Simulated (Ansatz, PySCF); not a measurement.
Reaction (SMILES): CCCCCO + 4 C (CH4) → 4 CC (C2H6) [ethane] + CO (CH4O) [methanol]
Geometries: B3LYP-D3(BJ)/def2-TZVP minima from Ansatz (a program for electronic structure), one conformer each, not searched for the lowest. Frequencies are from Ansatz or PySCF.

Wanted: bond separation energy (enthalpy at 298 K, with B3LYP-D3(BJ) rigid-rotor harmonic-oscillator terms), in eV. Cores are frozen in the correlated levels unless marked. No spin-orbit coupling. Non-relativistic. Basis-set limits of correlation are two-point, X^-3; Hartree-Fock from the larger set. The bracket is a focal-point correction in the basis named.

```csv
level,program,bond separation energy (eV)
HF/STO-3G,Ansatz,0.26
PBE-D3(BJ)/def2-TZVPD,Ansatz + dftd3,0.52
revPBE/def2-TZVPD,Ansatz,0.37
B3LYP-D3(BJ)/def2-TZVPD,Ansatz + dftd3,0.51
```

Task: What does RI-MP2/CBS(cc-pVTZ,cc-pVQZ)+[CCSD(T)-MP2]/cc-pVTZ (Ansatz) give?

Result: 0.58 eV, so B3LYP-D3(BJ)/def2-TZVPD differs from it by -0.07 eV.
